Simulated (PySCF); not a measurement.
Gas-phase reaction: SnF2 + 3 H ⇌ SnH3F + F

Energies from PySCF, thermal terms from the rigid-rotor harmonic-oscillator model, ideal gas at 1 bar. † marks an energy on the PBE0/def2-TZVP geometry and frequencies; other levels use their own. Open shells (unrestricted): H (multiplicity 2), F (multiplicity 2); the rest are closed-shell singlets. Spin-orbit splitting is ignored; it lowers the true energy and changes the entropy of F. Sn: scalar-relativistic def2 core potential, no spin-orbit coupling. SnH3F: computed as isolated molecules; such fragments, hydroxides, amides, oligomers or adducts are transient or little studied in the gas.

```tsv
level	ΔH°(298 K), kJ
PBE/def2-SVP	…
PBE/def2-TZVP†	…
PBE0/def2-SVP†	-210
PBE0/def2-TZVP	-197
r2SCAN/def2-TZVP†	-198
LDA/def2-TZVP†	…
```

Problem. Complete the blanks.

Solution. 
- PBE/def2-SVP, ΔH°(298 K), kJ: -159
- PBE/def2-TZVP†, ΔH°(298 K), kJ: -149
- LDA/def2-TZVP†, ΔH°(298 K), kJ: -181
